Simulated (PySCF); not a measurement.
V⁺ (vanadium, charge +1) across methods

[Ar] 3d3 4s1, high-spin 5F determinant (an excited configuration). Computed with PySCF 2.14 in ANO-RCC-VTZP (6s5p3d2f1g, 59 functions), with scalar relativity by spin-free X2C-1e. The B2PLYP total includes its PT2 part (frozen core); its orbital energies are those of the SCF part.

```tsv
method	E (hartree)	mean ε 3p β (eV)	mean ε 3d α (eV)	mean ε 4s α (eV)	Σ⟨r²⟩ (bohr²)	⟨S²⟩
UHF	-947.93087	-59.103	-21.460	-13.678	28.67	6.002
r2SCAN	-948.895	-50.629	-14.580	-11.732	28.66	6.001
LDA	-946.697	-49.986	-14.129	-11.790	28.85	6.000
PBE0	-948.722	-52.498	-16.032	-12.153	28.64	6.001
PBE	-948.689	-49.856	-14.067	-11.539	28.81	6.000
B2PLYP	-948.668	-54.950	-17.954	-12.670	28.60	6.001
M06-2X	-948.903	-55.266	-17.757	-12.821	28.62	6.001
BLYP	-948.964	-49.692	-13.890	-11.422	28.84	6.000
```
